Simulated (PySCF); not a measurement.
Excitations are Tamm–Dancoff values on a coarser integration grid. The basis has no diffuse functions, so Rydberg states are missing or too high.

Cartesian coordinates (Å):
SMILES: Cl[SiH](Cl)Cl
```xyz
5

Cl    -0.7899     1.7888    -0.4148
Si     0.0020    -0.0084     0.1107
Cl    -1.1376    -1.5059    -0.6586
Cl     1.8968    -0.1550    -0.6114
H      0.0287    -0.1195     1.5741
```
Charge 0, spin multiplicity 1.

Task: What is the computed S1 excitation (TDA), T1 excitation (TDA) and HOMO–LUMO gap (PBE-D3(BJ)/def2-TZVP // r2SCAN-D4/def2-TZVP in PySCF)?

Result: 
```yaml
S1 excitation (TDA): 7.01 eV
T1 excitation (TDA): 6.66 eV
HOMO–LUMO gap: 6.85 eV
```
